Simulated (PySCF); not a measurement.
Correlation energy of Ni²⁺ (nickel, charge +2)

[Ar] 3d8, high-spin 3F determinant. Computed with PySCF 2.14 in def2-QZVPPD (11s6p5d4f2g, 100 functions), with no relativity, point nucleus. Frozen: [Ar]; 8 electrons correlated.

| level | correlation energy (mhartree) |
| --- | --- |
| CCSD | -251.33 |
| (T) | -5.54 |
| CCSD(T) | -256.87 |

Diagnostics: T1 = 0.0065, D1 = 0.0095, largest double amplitude 0.015.

Cost of the coupled-cluster step: roughly 50 core-seconds, for 8 correlated electrons.
